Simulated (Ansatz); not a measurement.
The same molecule with X = O, S, Se. Ansatz, PBE0-D4/def2-TZVP geometries, multiplicity 1. Each molecule was computed in one conformer, which needn't be the lowest.

Elements past krypton have def2 core potentials. Scalar relativity is left out up to krypton.

```json
{"X": "O", "molecule": "`[OH][Sn]([F])([F])[F]`", "mean X–H bond length / Å": "0.963", "mean X–Sn bond length / Å": "1.918", "LUMO energy (PBE/def2-TZVPP) / eV": "-4.02", "HOMO energy (PBE/def2-TZVPP) / eV": "-8.62", "HOMO energy (B3LYP/def2-TZVPP) / eV": "-10.19"}
{"X": "S", "molecule": "`[F][Sn]([F])([F])[SH]`", "mean X–H bond length / Å": "1.347", "mean X–Sn bond length / Å": "2.345", "LUMO energy (PBE/def2-TZVPP) / eV": "-3.86", "HOMO energy (PBE/def2-TZVPP) / eV": "-7.66", "HOMO energy (B3LYP/def2-TZVPP) / eV": "-8.75"}
```

Problem. Give the row for X = Se, `[F][Sn]([F])([F])[SeH]`. (Best estimate.)

Solution. Ansatz gave: 
```tsv
X	molecule	mean X–H bond length / Å	mean X–Sn bond length / Å	LUMO energy (PBE/def2-TZVPP) / eV	HOMO energy (PBE/def2-TZVPP) / eV	HOMO energy (B3LYP/def2-TZVPP) / eV
Se	`[F][Sn]([F])([F])[SeH]`	1.472	2.472	-3.88	-7.29	-8.29
```

From O to Se the mean X–H bond length rises at each step, by 0.509 Å in all; the mean X–Sn bond length rises at each step, by 0.554 Å in all; the LUMO energy (PBE/def2-TZVPP) isn't monotonic: highest at S, lowest at O; the HOMO energy (PBE/def2-TZVPP) rises at each step, by 1.33 eV in all; the HOMO energy (B3LYP/def2-TZVPP) rises at each step, by 1.90 eV in all. Bonds lengthen as the atom grows down the group.

B3LYP here is the variant with VWN-RPA as its local correlation; programs differ in this.

Spin–orbit coupling is left out; it splits and shifts lone-pair levels of the heavy atoms by tenths of an eV.
